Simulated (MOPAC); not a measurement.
A run for MOPAC: AM1 on CH4OPb (SMILES C[O][PbH]), a point of a bond scan (R = 0.877 Å).

```
AM1 1SCF PRECISE CHARGE=0 THREADS=1
CH4OPb

Pb    -0.18088400 1    -0.24647814 1     0.34040536 1
H     -1.22799667 1    -0.74183773 1    -1.13818280 1
O      1.00528976 1     1.06933301 1    -0.77910563 1
C      0.89711151 1     1.34866124 1    -2.15568911 1
H      0.74784753 1     2.20449107 1    -2.27620827 1
H      1.83700100 1     1.10003060 1    -2.66238683 1
H      0.08796474 1     0.78793494 1    -2.63935184 1
```

Program output:

```
*******************************************************************************
 **                                                                           **
 **                              MOPAC v23.2.5                                **
 **                                                                           **
 *******************************************************************************
 ** MOPAC's Digital Object Identifier: https://doi.org/10.5281/zenodo.6511958 **
 **                                                                           **
 ** Please cite the open-source release paper for use of this MOPAC version:  **
 ** J. E. Moussa and J. J. P. Stewart (2026)                                  **
 ** MOPAC: An open-source semiempirical molecular orbital program             **
 ** J. Open Source Softw., 11(119), 8025, https://doi.org/10.21105/joss.08025 **
 *******************************************************************************

                              AM1 CALCULATION RESULTS

 *******************************************************************************
 *  AM1        - The AM1 Hamiltonian to be used
 *
 *
 *
 *                 CHARGE ON SYSTEM = 0
 *
 *
 *
 *  PRECISE    - TIGHTER CRITERIA TO BE USED
 *  1SCF       - DO 1 SCF AND THEN STOP
 *  THREADS=1  - MULTI-THREADING NOT USED
 *  T=         - A TIME OF 172800.0 SECONDS REQUESTED
 *  DUMP=N     - RESTART FILE WRITTEN EVERY 7200.0 SECONDS REQUESTED
 *******************************************************************************
AM1 1SCF PRECISE CHARGE=0 THREADS=1
 CH4OPb

   ATOM   CHEMICAL          X               Y               Z
  NUMBER   SYMBOL      (ANGSTROMS)     (ANGSTROMS)     (ANGSTROMS)

     1      Pb         -0.18088400  *  -0.24647814  *   0.34040536  *
     2       H         -1.22799667  *  -0.74183773  *  -1.13818280  *
     3       O          1.00528976  *   1.06933301  *  -0.77910563  *
     4       C          0.89711151  *   1.34866124  *  -2.15568911  *
     5       H          0.74784753  *   2.20449107  *  -2.27620827  *
     6       H          1.83700100  *   1.10003060  *  -2.66238683  *
     7       H          0.08796474  *   0.78793494  *  -2.63935184  *



          CARTESIAN COORDINATES

    NO.       ATOM           X           Y           Z

     1        Pb         -0.1809     -0.2465      0.3404
     2         H         -1.2280     -0.7418     -1.1382
     3         O          1.0053      1.0693     -0.7791
     4         C          0.8971      1.3487     -2.1557
     5         H          0.7478      2.2045     -2.2762
     6         H          1.8370      1.1000     -2.6624
     7         H          0.0880      0.7879     -2.6394

  H: (AM1): M.J.S. DEWAR ET AL, J. AM. CHEM. SOC. 107 3902-3909 (1985)
  C: (AM1): M.J.S. DEWAR ET AL, J. AM. CHEM. SOC. 107 3902-3909 (1985)
  O: (AM1): M.J.S. DEWAR ET AL, J. AM. CHEM. SOC. 107 3902-3909 (1985)
 Pb: (AM1): J. J. P. STEWART, J. MOL. MOD., 10, 155-164 (2004)

           Empirical Formula: C H4 O Pb  =     7 atoms



      MOLECULAR POINT GROUP   :   Cs


      RHF CALCULATION, NO. OF DOUBLY OCCUPIED LEVELS = 9


 -------------------------------------------------------------------------------
 AM1 1SCF PRECISE CHARGE=0 THREADS=1
 CH4OPb



     1SCF WAS SPECIFIED, SO BFGS WAS NOT USED
     SCF FIELD WAS ACHIEVED


                              AM1 CALCULATION
                                                       MOPAC v23.2.5 Linux




          FINAL HEAT OF FORMATION =         26.24176 KCAL/MOL =     109.79551 KJ/MOL


          COSMO AREA              =        108.89 SQUARE ANGSTROMS
          COSMO VOLUME            =         94.59 CUBIC ANGSTROMS

          IONIZATION POTENTIAL    =          9.308774 EV
          HOMO LUMO ENERGIES (EV) =         -9.309 -1.462
          NO. OF FILLED LEVELS    =          9
          MOLECULAR WEIGHT        =        239.2420         POINT GROUP:  Cs

          MOLECULAR DIMENSIONS (Angstroms)

            Atom       Atom       Distance
            H     6    H     2     3.88714
           Pb     1    H     7     2.55389
            H     5    H     6     1.50372


          SCF CALCULATIONS        =          1





   ATOM   CHEMICAL          X               Y               Z
  NUMBER   SYMBOL      (ANGSTROMS)     (ANGSTROMS)     (ANGSTROMS)

     1      Pb         -0.18088400  *  -0.24647814  *   0.34040536  *
     2       H         -1.22799667  *  -0.74183773  *  -1.13818280  *
     3       O          1.00528976  *   1.06933301  *  -0.77910563  *
     4       C          0.89711151  *   1.34866124  *  -2.15568911  *
     5       H          0.74784753  *   2.20449107  *  -2.27620827  *
     6       H          1.83700100  *   1.10003060  *  -2.66238683  *
     7       H          0.08796474  *   0.78793494  *  -2.63935184  *

                             CARTESIAN COORDINATES

   1   Pb       -0.180884000    -0.246478140     0.340405360
   2    H       -1.227996670    -0.741837730    -1.138182800
   3    O        1.005289760     1.069333010    -0.779105630
   4    C        0.897111510     1.348661240    -2.155689110
   5    H        0.747847530     2.204491070    -2.276208270
   6    H        1.837001000     1.100030600    -2.662386830
   7    H        0.087964740     0.787934940    -2.639351840


           Empirical Formula: C H4 O Pb  =     7 atoms



      MOLECULAR POINT GROUP   :   Cs


                  EIGENVALUES
 -36.10537 -26.88724 -18.58400 -14.87846 -14.54002 -13.98363  -9.91911  -9.82406
  -9.30877  -1.46236  -0.45463   1.14445   5.12035   5.28719   6.39126   6.51725


              NET ATOMIC CHARGES AND DIPOLE CONTRIBUTIONS

  ATOM NO.   TYPE          CHARGE      No. of ELECS.   s-Pop       p-Pop
    1         Pb           0.838488        3.1615     1.89996     1.26156
    2          H          -0.300235        1.3002     1.30023
    3          O          -0.651490        6.6515     1.85318     4.79831
    4          C           0.011567        3.9884     1.17550     2.81294
    5          H           0.040243        0.9598     0.95976
    6          H           0.037231        0.9628     0.96277
    7          H           0.024197        0.9758     0.97580
 DIPOLE           X         Y         Z       TOTAL
 POINT-CHG.    -1.570    -2.480     4.108     5.049
 HYBRID        -0.019     0.735    -2.530     2.634
 SUM           -1.589    -1.745     1.578     2.839


          ATOMIC ORBITAL ELECTRON POPULATIONS

     Atom    s        px        py        pz
    1 Pb   1.89996   0.33096   0.23841   0.69219
    2  H   1.30023
    3  O   1.85318   1.81027   1.77025   1.21779
    4  C   1.17550   0.98035   0.99035   0.84224
    5  H   0.95976
    6  H   0.96277
    7  H   0.97580

 **********************
 *                    *
 * JOB ENDED NORMALLY *
 *                    *
 **********************




 == MOPAC DONE ==
```

The run finished.

Cost: roughly 0.04 core-seconds.
